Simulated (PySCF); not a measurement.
Job for PySCF: D3(BJ) and D4 dispersion corrections on GeHIO (SMILES [OH][Ge][I]), a point of a torsion scan.

```python
from pyscf import gto
from pyscf.dispersion import dftd3, dftd4

mol = gto.M(
    atom='''
    O    -1.03026349    0.02205340    0.09072885
    Ge    0.28887446    1.11805749   -0.07429259
    I     2.36779634   -0.44886033    0.03811773
    H    -1.62935789   -0.69852919   -0.07644875
    ''',
    basis='def2-svp',
    charge=0, spin=0, verbose=0, max_memory=1800)
d3, d4 = {}, {}
for xc in ['hf', 'pbe', 'blyp', 'revpbe', 'tpss', 'r2scan', 'b3lyp', 'pbe0', 'bhlyp', 'camb3lyp', 'b2plyp']:
    d3[xc] = float(dftd3.DFTD3Dispersion(mol, xc=xc, version='d3bj', atm=False).get_dispersion()['energy'])
    print(f'D3(BJ) {xc:10s} {d3[xc]:14.8f} Eh')
for xc in ['hf', 'pbe', 'blyp', 'revpbe', 'tpss', 'r2scan', 'b3lyp', 'pbe0', 'bhlyp', 'camb3lyp', 'b2plyp']:
    d4[xc] = float(dftd4.DFTD4Dispersion(mol, xc={'camb3lyp': 'cam-b3lyp'}.get(xc, xc), atm=True).get_dispersion()['energy'])
    print(f'D4     {xc:10s} {d4[xc]:14.8f} Eh')
```

Output:

```
D3(BJ) hf            -0.02821524 Eh
D3(BJ) pbe           -0.00321574 Eh
D3(BJ) blyp          -0.00788006 Eh
D3(BJ) revpbe        -0.00718173 Eh
D3(BJ) tpss          -0.00435691 Eh
D3(BJ) r2scan        -0.00086867 Eh
D3(BJ) b3lyp         -0.00673533 Eh
D3(BJ) pbe0          -0.00311005 Eh
D3(BJ) bhlyp         -0.00654076 Eh
D3(BJ) camb3lyp      -0.00342958 Eh
D3(BJ) b2plyp        -0.00382684 Eh
D4     hf            -0.01159936 Eh
D4     pbe           -0.00376024 Eh
D4     blyp          -0.00794026 Eh
D4     revpbe        -0.00863035 Eh
D4     tpss          -0.00499494 Eh
D4     r2scan        -0.00075576 Eh
D4     b3lyp         -0.00626343 Eh
D4     pbe0          -0.00320101 Eh
D4     bhlyp         -0.00626941 Eh
D4     camb3lyp      -0.00337879 Eh
D4     b2plyp        -0.00255946 Eh
```

The run finished.

Cost: about 0.03 core-seconds (a rough figure).
